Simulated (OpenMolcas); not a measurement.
# What dynamic correlation does to the levels of Se

| Item | Value |
| --- | --- |
| Program | OpenMolcas |
| Basis | ANO-RCC-VTZP [6s5p3d1f] |
| Scalar Hamiltonian | DKH2, point nucleus |
| Active space | 6 electrons in 8 orbitals (4s 4p 5s 5p) |
| State averaging | 2S+1 = 3 even, 3 roots; 2S+1 = 1 even, 6 roots |
| Spin-orbit coupling | state interaction with AMFI integrals over the reference wave functions, term energies averaged over their components |

Methods on the same reference wave functions:
A. CASSCF
B. SS-CASPT2, IPEA 0.25 Eh, imaginary shift 0.1 Eh (closed shells correlated: 3d)
C. XMS-CASPT2, IPEA 0.25 Eh, imaginary shift 0.1 Eh (closed shells correlated: 3d)

Energies in cm⁻¹ above 4s² 4p⁴ ³P₂, the measured ground level; measured values from NIST Handbook of Basic Atomic Spectroscopic Data.

```csv
Level,A,B,C,Measured
4s² 4p⁴ ³P₂,0.0,0.0,0.0,0.0
4s² 4p⁴ ³P₁,1744,1760,1760,1989
4s² 4p⁴ ³P₀,2253,2300,2310,2534
4s² 4p⁴ ¹D₂,11529,10170,10230,9576
4s² 4p⁴ ¹S₀,20910,22810,23450,22446
```

Deviations, from unrounded energies. A percentage is the sum of absolute deviations over the sum of measured energies, with the sign that they share, or ± where signs differ.

| Against measurement | Levels | A | B | C |
| --- | --- | --- | --- | --- |
| mean absolute deviation (cm-1) | 4 | 1000 | 360 | 530 |
| fine structure of the ground term (%) | 2 | -11.6 | -10.3 | -10.1 |
| other terms of the ground configuration (%) | 2 | ±10.9 | +3.0 | +5.2 |

B lies closest to measurement on these levels and A furthest from it. The largest miss of B in the table is 4s² 4p⁴ ¹D₂, by +600 cm-1. The ranking rests on the paired levels alone, and a cruder setting can come out closer through cancelling errors.

Between B and C the level of the table that moves most is 4s² 4p⁴ ¹S₀, by 640 cm-1 (lowest in B, highest in C). Moves below CASPT2's spread within the term are not significant.

From A to B the spin-free energies of the other terms of 4s² 4p⁴ shown, above ³P, scale by factors of 0.87 to 1.10.

The lowest spin-free term lies below A's lowest term by 0.141 hartree in B, 0.144 hartree in C.

CASPT2 breaks the degeneracy within a term, and the mean is taken; among the terms shown or strongly mixed into the levels shown the widest spread is 100 cm-1 (4s² 4p⁴ ¹D, C). Active for correlation alone: 5p 5s; no level in the range computed is led by a configuration that fills them, so any true level of that kind is missing. Without dynamic correlation excited terms often stand tens of per cent too high (terms of higher spin than the ground term too low), and those without a measured partner can miss by more than the paired ones (holds for A). Measured partners are found by configuration, term and J. A level has none where our copy of the source lacks it or the pairing is in doubt (some pairs that miss far off the trend of their configuration count as doubtful), and it then counts in no deviation. Only configurations of the active space appear.
